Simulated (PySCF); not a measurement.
**Relaxation of triplet RuF₄**

Computed with PySCF, UPBE0, basis Ru def2-SVP with ECP28, F def2-SVP (scalar-relativistic core potentials, no spin–orbit coupling, density fitting). A (50,194) grid was used.

A start at or just off a symmetric point, pushed along the force that breaks its symmetry, of D2d symmetry, free to break it:

Coordinates in bohr (charge 0 multiplicity 3):
```
Ru    0.0000    0.0000    0.0000
F     2.7968   -0.0009    2.0858
F    -2.7917    0.0025    2.0926
F    -0.0009    2.7935   -2.0903
F    -0.0042   -2.7951   -2.0881
```

Question: What does it relax to?

Answer: It ends at D2d with Ru–F 1.834 Å (×4); F–Ru–F 91.1° (×2), F–Ru–F 119.3° (×4) (after a last refinement on a finer grid). A frequency run shows 3 imaginary modes, down to 72i cm⁻¹, so it is a higher-order saddle point. Other isomers or separated fragments may lie lower.

Question: How much energy is released, and in how many steps?

Answer: 28.8 kJ/mol in 4 steps.

Other spin states or occupations of the open shell can lie lower. At this level a quintet minimum of D2d symmetry lies 122 kJ/mol below this structure.
